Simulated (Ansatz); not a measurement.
The cation of `C[NH][Zr]([Cl])([Cl])[O]C` at the neutral geometry.

```yaml
crystal:
  periodic: [false, false, false]
  atoms:
    - {symbol: C, position_ang: [-0.414561, -1.867380, 1.178823]}
    - {symbol: N, position_ang: [-0.769130, -1.572860, -0.194247]}
    - {symbol: Zr, position_ang: [-0.467020, 0.028795, -1.357325]}
    - {symbol: Cl, position_ang: [0.810900, -0.624252, -3.246904]}
    - {symbol: Cl, position_ang: [-2.569613, 0.881496, -2.051606]}
    - {symbol: O, position_ang: [0.464650, 1.257716, -0.270250]}
    - {symbol: C, position_ang: [1.149011, 2.304670, 0.347400]}
    - {symbol: H, position_ang: [-1.299023, -2.054213, 1.798010]}
    - {symbol: H, position_ang: [0.117424, -1.018579, 1.612954]}
    - {symbol: H, position_ang: [0.242339, -2.741225, 1.252625]}
    - {symbol: H, position_ang: [-1.265848, -2.350992, -0.618020]}
    - {symbol: H, position_ang: [2.094533, 2.494821, -0.168076]}
    - {symbol: H, position_ang: [0.544463, 3.215714, 0.327924]}
    - {symbol: H, position_ang: [1.361876, 2.046279, 1.388674]}
basis:
  gaussian: {orbitals: def2-TZVPP}
total_charge: 1
magnetization: {spin_polarized: true, initial_magnetization: 1}
hamiltonian: {xc: {name: wB97M-V}}
```

```sh
$ ansatz run in.yaml --threads 2 --pin off --events-out ev --progress --plain --max-ram 32768MiB --backend cuda --devices 0, --max-vram 18GiB
```

Output, abridged:

```
Functional definition: wB97M-V
2029 factors; their error is unknown
452 factors; integrals over basis functions are off by at most 1.3e-5 eV
mean field evaluation 1: about -32030.2890 eV, gradient 6.2e1 eV
mean field evaluation 2: about -32000.5428 eV, gradient 1.1e2 eV
mean field evaluation 4: about -32045.5833 eV, gradient 8.1e0 eV
mean field evaluation 8: about -32046.2017 eV, gradient 6.1e-1 eV
mean field evaluation 16: about -32046.2575 eV, gradient 5.2e-3 eV
mean field -32046.25747996 eV, -1177.6782406550 hartree, gradient 3.2e-5 eV, S^2 0.755660; 0 other end points of the search recorded, 0 dependent functions left out
reference -32046.25755929 eV, -1177.6782435704 hartree; 40, 39 occupied and 322, 323 virtual orbitals, 2029 factors
Total energy: -32046.25755929 eV, -1177.6782435704 hartree
```

It took 22 s on 2 threads of an AMD EPYC 7R13 on a shared host and a share of an NVIDIA H100 80 GB, with 1.3 GiB of host memory at the peak.
